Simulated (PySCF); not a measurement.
C2H9FSi3, SMILES C[Si]1(F)[SiH2]C[SiH2]1.

Geometry: ωB97X-D3(BJ)/def2-SVP. This is a generated structure with no PubChem entry under its InChIKey; it may be hypothetical.

Two levels are set side by side: TDA-PBE/def2-SVPD (PySCF) and TDA-M06-2X/def2-SVPD (PySCF). Vertical, same geometry. The lowest singlet is HOMO→LUMO 97 % with PBE and HOMO→LUMO 95 % with the other functional; states are paired by order. Differences are taken from unrounded values.

```
quantity                               TDA-M06-2X
-------------------------------------  ----------
lowest singlet excitation (eV)               4.87
lowest triplet excitation (TDA) (eV)         4.32
first bright state (f over 0.05) (eV)        5.66
its oscillator strength                      0.11
```

Q: What does TDA-PBE give, and how far is it from TDA-M06-2X? (Estimate from the structure and the level; the computed values follow.)

A: 
```
quantity                               TDA-PBE  TDA-PBE minus TDA-M06-2X
-------------------------------------  -------  ------------------------
lowest singlet excitation (eV)            4.59                     -0.28
lowest triplet excitation (TDA) (eV)      3.89                     -0.43
first bright state (f over 0.05) (eV)     5.14                     -0.52
its oscillator strength                   0.08                     -0.04
```

Functionals without exact exchange tend to place singlet excitations lower, as here. Differences between two approximate levels are no errors against the true value.

Rough cost on one machine, each run with all the roots and properties that it gave: TDA-M06-2X against TDA-PBE about 9 times.
